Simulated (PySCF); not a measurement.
Job for PySCF: U-B3LYP/LANL2DZ on CH6InN (SMILES C[NH][InH2]), a point of a bond scan (R = 1.514 Å).

```python
from pyscf import gto, scf, dft, mp
from pyscf.data.elements import chemcore

mol = gto.M(
    atom='''
    In   -0.03752919    0.10487719    0.63130161
    H    -1.34881149    0.75491230    1.52746469
    H     1.51703095   -0.44616652    1.11044164
    N    -0.36976692   -0.04668679   -1.36186146
    C     0.52710559   -0.54983309   -2.38579940
    H    -1.70099106    0.40350808   -1.92438543
    H     0.76606523    0.20772366   -3.14278509
    H     0.11691729   -1.42177248   -2.91066943
    H     1.47071274   -0.86131651   -1.93352653
    ''',
    basis='lanl2dz',
    ecp={'In': 'lanl2dz'},
    charge=0, spin=0, verbose=3, max_memory=1800)
mf = dft.UKS(mol, xc='b3lyp')
mf.conv_tol = 1e-8
mf.max_cycle = 100
mf.init_guess_breaksym = True
mf.kernel()
if not mf.converged:
    mf = mf.newton().run(mf.mo_coeff, mf.mo_occ)
for _ in range(4):
    mo, _, stable, _ = mf.stability(return_status=True)
    if stable:
        break
    mf.kernel(mf.make_rdm1(mo, mf.mo_occ))
```

Program output:

```
converged SCF energy = -98.2378877832693  <S^2> = 7.3408373e-09  2S+1 = 1
<class 'pyscf.dft.uks.UKS'> wavefunction is stable in the internal stability analysis
```

The run converged.

Cost: around 50 core-seconds (rough).
